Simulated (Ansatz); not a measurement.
`[OH][Sc]([OH])[O][SiH3]` and `[CH3][Sc]([OH])[OH]` differ in one atom or group.

Ansatz, PBE0-D4/def2-TZVP geometries, multiplicity 1. Each molecule was computed in one conformer, which needn't be the lowest.

Scalar relativity is left out up to krypton.

| property | `[OH][Sc]([OH])[O][SiH3]` |
| --- | --- |
| HOMO–LUMO gap (ωB97M-V/def2-TZVPP) / eV | 10.27 |
| LUMO energy (ωB97M-V/def2-TZVPP) / eV | -0.22 |
| LUMO energy (B3LYP/def2-TZVPP) / eV | -2.06 |
| HOMO energy (ωB97M-V/def2-TZVPP) / eV | -10.49 |
| HOMO–LUMO gap (PBE/def2-TZVPP) / eV | 4.08 |
| HOMO–LUMO gap (PBE0/def2-TZVPP) / eV | 6.49 |

What does the change do to each property? (Estimate.)

Ansatz gave: 
| property | `[CH3][Sc]([OH])[OH]` | shift |
| --- | --- | --- |
| HOMO–LUMO gap (ωB97M-V/def2-TZVPP) / eV | 8.90 | -1.37 |
| LUMO energy (ωB97M-V/def2-TZVPP) / eV | -0.04 | 0.18 |
| LUMO energy (B3LYP/def2-TZVPP) / eV | -1.92 | 0.14 |
| HOMO energy (ωB97M-V/def2-TZVPP) / eV | -8.94 | 1.55 |
| HOMO–LUMO gap (PBE/def2-TZVPP) / eV | 2.82 | -1.26 |
| HOMO–LUMO gap (PBE0/def2-TZVPP) / eV | 5.11 | -1.38 |

With PBE0 the HOMO rises by 1.54 eV and the LUMO rises by 0.16 eV, so the gap narrows by about 1.38 eV. PBE moves the HOMO by 1.40 eV and ωB97M-V by 1.55 eV.

B3LYP here is the variant with VWN-RPA as its local correlation; programs differ in this.
